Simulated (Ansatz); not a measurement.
Start from `CC(=S)[SeH]` and change one atom or group to get `NC(=S)[SeH]`.

Ansatz, PBE0-D4/def2-TZVP geometries, multiplicity 1. Each molecule was computed in one conformer, which needn't be the lowest.

Scalar relativity is left out up to krypton. Spin–orbit coupling is left out; it splits and shifts lone-pair levels of the heavy atoms by tenths of an eV.

```csv
property,`CC(=S)[SeH]`
HOMO energy (PBE/def2-TZVPP) / eV,-5.38
size of the dipole moment (B3LYP/def2-TZVPP) / D,2.91
HOMO energy (PBE0/def2-TZVPP) / eV,-6.58
HOMO–LUMO gap (ωB97M-V/def2-TZVPP) / eV,8.73
LUMO energy (B3LYP/def2-TZVPP) / eV,-2.28
HOMO–LUMO gap (PBE0/def2-TZVPP) / eV,4.48
```

(1) What does the change do to each property? (Best estimate.)

Answers

(1) Computed: 
```json
{"property": "HOMO energy (PBE/def2-TZVPP) / eV", "`NC(=S)[SeH]`": "-5.22", "shift": "0.16"}
{"property": "size of the dipole moment (B3LYP/def2-TZVPP) / D", "`NC(=S)[SeH]`": "3.29", "shift": "0.38"}
{"property": "HOMO energy (PBE0/def2-TZVPP) / eV", "`NC(=S)[SeH]`": "-6.38", "shift": "0.20"}
{"property": "HOMO–LUMO gap (ωB97M-V/def2-TZVPP) / eV", "`NC(=S)[SeH]`": "9.53", "shift": "0.80"}
{"property": "LUMO energy (B3LYP/def2-TZVPP) / eV", "`NC(=S)[SeH]`": "-1.25", "shift": "1.03"}
{"property": "HOMO–LUMO gap (PBE0/def2-TZVPP) / eV", "`NC(=S)[SeH]`": "5.31", "shift": "0.83"}
```

With PBE0 the HOMO rises by 0.20 eV and the LUMO rises by 1.03 eV, so the gap widens by about 0.83 eV. PBE moves the HOMO by 0.16 eV and ωB97M-V by 0.27 eV. Dipoles are sizes alone; their direction can turn.

B3LYP here is the variant with VWN-RPA as its local correlation; programs differ in this.
